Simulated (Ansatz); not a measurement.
Consider the atomization: `CC[NH][SbH2]` → 2 C• + 8 H• + N• + Sb•.

Calculated with Ansatz (gas phase, PBE0-D4/def2-TZVP geometries, no zero-point term in ΔE). CCSD(T)/CBS is the MP2 limit (def2-TZVPP, def2-QZVPP) plus CCSD(T) − MP2 in def2-TZVPP, frozen cores. This one scheme is used for every species, atoms too. Functionals use def2-TZVPP. B3LYP here is the variant with VWN-RPA as its local correlation; programs differ in this. Open shells (•) are unrestricted, without spin–orbit coupling. Spin–orbit coupling would lower the free atoms: a little for C. def2 core potentials past Kr. For Sb outer-core shells are correlated without core-valence functions, so the limit isn't a true one: a few kJ/mol of doubt a bond, and 10 to 20 or more in all where bonds break to atoms. Each species was taken in one conformer, which may not be the lowest.

| species | B3LYP energy (Eh) |
| --- | --- |
| `CC[NH][SbH2]` | -376.15601 |
| C• | -37.85948 |
| H• | -0.50215 |
| N• | -54.60397 |
| Sb• | -240.29379 |

(1) Work out ΔE.

Largest T1 diagnostic among the species: 0.012.

Results:

(1) ΔE = 8 × (-0.50215) + 2 × (-37.85948) + (-54.60397) + (-240.29379) − (-376.15601) = 1.52209 Eh = +955.1 kcal/mol. CCSD(T)/CBS gives +959.2 kcal/mol.

From PBE to PBE0 (25 % exact exchange), in def2-TZVPP and without D4, ΔE moves by −16.6 kcal/mol: exact exchange takes away binding that semilocal exchange gives to molecules. In def2-TZVPP, CCSD(T) changes the Hartree–Fock value by +262.1 kcal/mol (the triples alone add +13.8 kcal/mol) and MP2 by +260.7 kcal/mol; breaking electron pairs costs correlation energy, which Hartree–Fock lacks. The D4 term adds +9.1 kcal/mol with B3LYP and +4.8 kcal/mol with PBE0; it sums over pairs of atoms, weighted by their polarisabilities, and B3LYP, whose exchange is more repulsive, gets the larger term.

For atomizations the MP2-based limit and the directly extrapolated one differ by several kJ/mol either way, and by 10 to 25 for some Ge, Se and Sn compounds, so smaller differences from it don't rank the levels.
